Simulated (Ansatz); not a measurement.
Gas-phase reaction in SMILES: [F][Mg][F] → [F][Mg] + F atom (the F-Mg bond at the site shown breaks; other sites are not compared here)
Each molecule is optimised on its own at B3LYP-D3(BJ)/def2-TZVP (Ansatz, a program for electronic structure). A spin state is the lowest found, not a proven ground state.

Quantity: bond dissociation energy (electronic energy difference), in kcal/mol. Correlated levels leave the core frozen unless marked. Open shells are spin-unrestricted. Spin-orbit coupling is left out. No relativistic terms. CBS marks a two-point X^-3 extrapolation of the correlation energy; Hartree-Fock from the larger set.

CCSD(T)/CBS(def2-TZVPPD,def2-QZVPPD) (Ansatz) gives 141.7 kcal/mol.

Task: Another calculation gave 134.6 kcal/mol. Which level was it?
A. BHLYP/def2-TZVPD (Ansatz)
B. r2SCANh/def2-TZVPD (Ansatz)
C. B2GP-PLYP/def2-TZVPD (Ansatz)
D. wB97X/def2-TZVPD (Ansatz)

Result: B, r2SCANh/def2-TZVPD (Ansatz). The others give 129.1 (BHLYP), 138.1 (B2GP-PLYP), 142.6 (wB97X) kcal/mol.
